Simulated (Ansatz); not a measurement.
Basis sets compared for the cluster CaI2. Total charge 0; singlet. Geometry PBE-D4/def2-TZVP. Ansatz on 4 threads of Arm Neoverse V2 on a shared host; times are rough, and most runs start from earlier orbitals.

```tsv
atom	x (Å)	y (Å)	z (Å)
Ca1	-0.004	0.009	-0.008
I2	-1.592	1.101	2.061
I3	1.597	-1.110	-2.053
```

In the def2 sets I takes a core potential; there is no spin–orbit coupling. The structure comes from a short search, and lower isomers may exist.

Binding counts from free atoms (Ca singlet, I doublet) in the same basis, without a counterpoise term.

```json
{"level": "PBE-D4/def2-SVP", "functions": "76", "energy (Eh)": "-1272.8198", "HOMO (eV)": "-6.20", "LUMO (eV)": "-3.06", "binding per atom (eV)": "2.41", "wall time": "0.6 s"}
{"level": "PBE-D4/def2-TZVP", "functions": "136", "energy (Eh)": "-1272.9251", "HOMO (eV)": "-6.27", "LUMO (eV)": "-3.04", "binding per atom (eV)": "2.41", "wall time": "0.85 s"}
{"level": "r2SCAN-D4/def2-TZVP", "functions": "136", "energy (Eh)": "-1273.3729", "HOMO (eV)": "-6.55", "LUMO (eV)": "-2.55", "binding per atom (eV)": "2.51", "wall time": "2.3 s"}
{"level": "PBE0-D4/def2-SVP", "functions": "76", "energy (Eh)": "-1272.9238", "HOMO (eV)": "-7.32", "LUMO (eV)": "-2.38", "binding per atom (eV)": "2.40", "wall time": "0.95 s"}
{"level": "PBE0-D4/def2-TZVP", "functions": "136", "energy (Eh)": "-1273.0271", "HOMO (eV)": "-7.35", "LUMO (eV)": "-2.32", "binding per atom (eV)": "2.40", "wall time": "1.5 s"}
```

(1) Estimate the rows for PBE-D4/def2-TZVPD, r2SCAN-D4/def2-TZVPD, PBE0-D4/def2-TZVPD.

## Answers

(1) 
```tsv
level	functions	energy (Eh)	HOMO (eV)	LUMO (eV)	binding per atom (eV)	wall time
PBE-D4/def2-TZVPD	154	-1272.9259	-6.28	-3.04	2.41	1.4 s
r2SCAN-D4/def2-TZVPD	154	-1273.3734	-6.55	-2.54	2.52	2.8 s
PBE0-D4/def2-TZVPD	154	-1273.0278	-7.35	-2.32	2.41	1.9 s
```
